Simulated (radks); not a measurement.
Results of a calculation; reference values are marked as such.
Question: Neutral nitrogen, [He] 2s2 2p3. Code: a radial shooting solver on a logarithmic mesh with Libxc functionals. Model: non-relativistic Kohn-Sham, exchange-only LDA, spin-polarised, spherical densities, point nucleus. Every spin shell is full or empty, so the densities are truly spherical. Functionals are evaluated on that one density, not self-consistently. Rank these orbital-free kinetic functionals by their error against the exact value of the orbitals, and give that value: Thomas-Fermi, TF + vW, TF + vW/9, TF + vW/5, LC94, revAPBEK, Perdew 92, Thakkar, Pearson, LKT, DePristo-Kress.

Answer: Exact: 53.7093 hartree. From best to worst, with 100 (|E| - |E exact|)/|E exact| (equal figures are ties): LC94 +0.07, Thakkar +0.16, Perdew 92 -0.21, TF + vW/9 -0.22, DePristo-Kress -0.77, revAPBEK +0.79, Pearson -3.21, TF + vW/5 +6.96, Thomas-Fermi -9.21, LKT +44.77, TF + vW +71.65.
